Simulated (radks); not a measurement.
Values are calculated unless marked as measured or tabulated.
Problem. These are the eigenvalues of the occupied orbitals of an atom or ion with whole-number occupations (Ry). Code: a radial shooting solver on a logarithmic mesh with Libxc functionals. Model: scalar-relativistic Kohn-Sham, BLYP, spin-polarised, spherical densities, finite nucleus; Fermi nuclear charge, rms radius of each element as measured or else 0.836 A^(1/3) + 0.57 fm.

1s up: -5556.658
1s down: -5556.656
2s up: -1074.191
2s down: -1074.103
2p up: -952.3330
2p down: -952.2607
3s up: -344.6711
3s down: -344.6241
3p up: -308.7684
3p down: -308.7162
3d up: -269.5773
3d down: -269.5016
4s up: -156.4589
4s down: -156.2037
4p up: -143.1814
4p down: -142.9282
4d up: -127.8474

Which element is it, and in what charge state? The configuration may be excited. Open shells, if any, are filled with parallel spins first.

Solution. Z = 76, osmium, charge +39: Os39+ in [Kr] 4d1. The list shows which subshells hold electrons but not how many an open one holds; the 1s level, -2778.3 hartree, gives Z - s = 74.5 by -(Z - s)^2/2, which with screening and relativity narrows Z to a few neighbours, and the depths of the outer levels then fix element, charge and occupations together.
